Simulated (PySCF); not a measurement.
3-methyl-2-thiahexane, C₆H₁₄S.
Geometry (GFN2-xTB, Å), atoms numbered from 1 in this order:
```
atom  x, y, z in Å
C1     2.5487   -1.2945    0.4658
C2     1.4066   -0.8017   -0.4135
C3     0.6476    0.3498    0.2405
C4    -0.4729    0.8997   -0.6350
C5    -1.1658    2.0966   -0.0008
S6    -1.6930   -0.3909   -1.1085
C7    -2.3489   -0.9286    0.4966
H8     2.1740   -1.6322    1.4302
H9     3.2693   -0.4980    0.6398
H10    3.0647   -2.1246   -0.0103
H11    1.8025   -0.4701   -1.3761
H12    0.7166   -1.6240   -0.6106
H13    1.3427    1.1682    0.4487
H14    0.2378    0.0211    1.1991
H15   -0.0664    1.1878   -1.6090
H16   -2.0140    2.4083   -0.6062
H17   -0.4695    2.9296    0.0778
H18   -1.5202    1.8567    1.0000
H19   -3.1299   -1.6474    0.2720
H20   -1.5678   -1.4062    1.0800
H21   -2.7710   -0.0827    1.0294
```

Computed with TDDFT PBE0/def2-SVPD, vertical, gas phase, core orbitals frozen in the response in PySCF 2.14.0, density-fitted response routines.

Question: Predict the UV-vis stick spectrum at this level.

Answer: 

```
state  E (eV)  λ (nm)  ν̃ (cm⁻¹)       f  main configurations (H = HOMO, L = LUMO)
   S1    5.36   231.3      43230  0.0008                     H→L (82%), H→L+1 (8%)
   S2    5.88   210.8      47440   0.031                    H→L+1 (83%), H→L (10%)
   S3    6.20   200.0      50000  0.0045                   H→L+3 (76%), H→L+4 (9%)
   S4    6.39   194.1      51520   0.011                               H→L+2 (88%)
   S5    6.64   186.7      53560  0.0059     H→L+4 (46%), H→L+5 (26%), H→L+3 (11%)
   S6    6.87   180.5      55390  0.0013                  H→L+5 (54%), H→L+4 (32%)
```

Triplets, Tamm–Dancoff:

```
state  E (eV)  λ (nm)  main configurations (H = HOMO, L = LUMO)
   T1    4.98   248.8                    H→L (66%), H→L+1 (13%)
   T2    5.62   220.5                  H→L+3 (46%), H→L+4 (30%)
```

The lowest singlet comes at 231 nm (517 kJ/mol) in the ultraviolet; it is very weak; its leading configuration is HOMO→LUMO (82%). The strongest level in the table is S2 at 5.88 eV (211 nm, f = 0.031). Löwdin shares by element: HOMO sulfur 69%, carbon 16% or more (atoms not listed hold the other 15%); LUMO sulfur 26%, hydrogen 13% or more, carbon 12% or more (atoms not listed hold the other 48%). Weighted by f, the mean energy of these states is 6.11 eV. The listed states span 1.51 eV, and the widest gap between neighbours is 0.52 eV (S1 to S2). Of the 6 states listed, 2 reach f = 0.01 and none stays under 0.0005. Singlets were solved by full linear response, triplets in the Tamm–Dancoff approximation.

On an Arm Neoverse V2 with one thread, shared host, this took 51 s and 1.0 GiB of memory at its peak.

One conformer stands for the species.

Without π bonds the low states may be Rydberg-like; a valence basis with one diffuse set may place them up to an eV too high.
